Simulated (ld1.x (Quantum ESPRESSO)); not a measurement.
# Before and after: TM semilocal potential for Re (Z = 75)

| Item | Value |
| --- | --- |
| Element | Re |
| Generator | ld1.x (Quantum ESPRESSO) 7.5 |
| Type | norm-conserving Troullier–Martins (semilocal form) |
| Functional | PBE |
| Relativity | scalar-relativistic |
| Frozen core | [Xe] 4f14 |
| Valence charge | 7 |
| Reference configuration | 5d5 6s1.5 6p0.5 |
| Partial waves | 6s (bound): rc 2.70 bohr; 5d (bound): rc 2.10 bohr; 6p (bound): rc 2.75 bohr |
| Local potential | the p channel |
| Core correction | a·sin(br)/r model core, default radius (core density twice the valence density) |

Change: reference 5d4 6s0 6p0.

Cutoffs: the cutoffs (Ry, on a coarse ladder) from which the occupation-weighted sum of valence levels, in a spherical-Bessel basis at the reference potential, stays within 10 and 1 mRy of its value at 400 Ry; they do not see the model core or the augmentation charge, which bear on the density cutoff. Errors are all-electron minus pseudo energies relative to the spin-unpolarised reference configuration.

**Question.** What does the change do?

**Answer.** The potential gets neither clearly harder nor softer (35 Ry and 40 Ry → 35 Ry and 40 Ry); the range in which the s phases agree narrows (upper end 2.0 → 0.2); neither file shows a bound ghost. A semilocal file is local in each channel, so a ghost entry of none says nothing of the separable form that plane-wave codes build from it.

| quantity | base | changed |
| --- | --- | --- |
| cutoff, loose | 35 Ry | 35 Ry |
| cutoff, tight | 40 Ry | 40 Ry |
| bound ghosts | none | none |
| largest error over its own tests, meV | -439 | -250 |
| s: phases at 3.01 bohr within 0.05 rad from the reference energy up to (Ry; the scan ends near 5) | 2.0 | 0.2 |
| p: phases at 3.01 bohr within 0.05 rad from the reference energy up to (Ry; the scan ends near 5) | 1.7 | 0.8 |
| d: phases at 3.01 bohr within 0.05 rad from the reference energy up to (Ry; the scan ends near 5) | to the end of the scan | 5.0 |
